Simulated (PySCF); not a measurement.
Ti(Cl)3(OMe) (CH₃Cl₃OTi), SMILES [O]([Ti]([Cl])([Cl])[Cl])C, multiplicity 1.

Geometry: PBE0-D3(BJ)/def2-SVP. The multiplicity is an assumed one; other spin states were not compared. The values are those of a single conformer.

All values below come from PySCF with TDA-LC-ωPBE/def2-SVPD.

Vertical excitations; the highest root listed may be one member of a degenerate set. Isolated molecule, no solvent. State labels are in the subgroup Cs.

Computed UV-visible absorptions:
```tsv
state	symmetry	energy (eV)	λ (nm)	f	main pairs
S1	A"	4.80	258	0.000	HOMO−2→LUMO 48 %, HOMO−1→LUMO+1 48 %
S2	A"	4.89	253	0.000	HOMO−1→LUMO+1, HOMO−2→LUMO, HOMO→LUMO+1 (degenerate set)
S3	A'	4.89	253	0.000	HOMO−1→LUMO, HOMO−2→LUMO+1, HOMO→LUMO (degenerate set)
S4	A'	5.09	243	0.008	HOMO−1→LUMO 47 %, HOMO−2→LUMO+1 47 %
S5	A'	5.15	241	0.038	HOMO→LUMO (degenerate set)
S6	A"	5.15	241	0.038	HOMO→LUMO+1 (degenerate set)
S7	A"	5.60	221	0.000	HOMO−2→LUMO+3 29 %, HOMO−1→LUMO+2 29 %, HOMO−4→LUMO 8 %, HOMO−5→LUMO+1 8 %
S8	A"	5.63	220	0.002	HOMO−1→LUMO+2, HOMO−2→LUMO+3, HOMO−3→LUMO, HOMO−5→LUMO+1 (degenerate set)
S9	A'	5.63	220	0.002	HOMO−2→LUMO+2, HOMO−1→LUMO+3, HOMO−3→LUMO+1, HOMO−5→LUMO (degenerate set)
S10	A"	5.73	216	0.000	HOMO→LUMO+4 43 %, HOMO−4→LUMO 18 %, HOMO−5→LUMO+1 18 %, HOMO−6→LUMO 7 %
T1	A'	4.60	270	0	HOMO→LUMO, HOMO−1→LUMO, HOMO−2→LUMO+1 (degenerate set)
T2	A"	4.60	270	0	HOMO→LUMO+1, HOMO−1→LUMO+1, HOMO−2→LUMO (degenerate set)
T3	A'	4.68	265	0	HOMO−1→LUMO 34 %, HOMO−2→LUMO+1 34 %, HOMO−1→LUMO+3 7 %, HOMO−2→LUMO+2 7 %
T4	A"	4.68	265	0	HOMO−2→LUMO 48 %, HOMO−1→LUMO+1 48 %
```
Triplets are in the Tamm–Dancoff approximation.
